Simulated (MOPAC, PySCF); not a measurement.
C₉H₁₀BNSi, SMILES `Bc1cc([SiH3])c2cccnc2c1`, neutral singlet in the gas phase. 

Z-matrix (Å, degrees):
```
C
C 1 1.4246
C 2 1.3853 1 119.65
H 3 1.1002 2 121.14 1 -180.00
H 2 1.1017 3 120.38 4 -0.01
C 3 1.4242 4 120.00 2 -180.00
N 6 1.3223 3 123.83 4 179.99
C 7 1.3680 6 118.01 3 0.01
H 6 1.1057 7 116.67 8 -179.99
C 8 1.4227 7 118.02 6 180.00
H 10 1.1006 8 117.00 7 0.01
C 10 1.4017 11 121.16 8 179.99
C 12 1.4376 10 117.82 11 -180.00
C 13 1.3926 12 123.06 10 0.00
H 13 1.1023 14 119.51 1 -180.00
B 12 1.5448 10 120.68 11 -0.01
H 16 1.2171 12 120.00 10 0.07
H 16 1.2179 17 119.69 12 179.97
Si 14 1.8922 13 119.45 15 -0.05
H 19 1.5019 14 108.06 13 0.26
H 19 1.5063 20 109.32 15 -121.55
H 19 1.5063 20 109.32 21 -117.32
```
Charge 0, spin multiplicity 1.

All levels are single points at this geometry (PBE-D3(BJ)/def2-SVP); Pople sets use spherical d functions. Orbital energies aren't observables, and empty levels follow the basis.

```csv
level,HOMO (eV),LUMO (eV),gap (eV),dipole (D),"vertical IE, Delta-SCF (eV)"
PBE-D3(BJ)/def2-TZVP in PySCF,-6.20,-3.41,2.79,2.68,–
B3LYP/3-21G in PySCF,-6.79,-2.44,4.34,2.66,–
B3LYP/6-311+G** in PySCF,-6.97,-2.75,4.21,2.63,–
BP86/6-31G* in PySCF,-6.03,-3.18,2.84,2.68,–
PBE/6-31G* in PySCF,-5.91,-3.10,2.81,2.67,–
HF/3-21G in PySCF,-8.72,1.02,9.73,2.35,–
HF/6-31G* in PySCF,-8.55,1.12,9.66,2.26,–
HF/STO-3G in PySCF,-6.56,4.35,10.91,2.40,–
PM3 in MOPAC,-9.09,-1.18,7.91,3.06,–
```
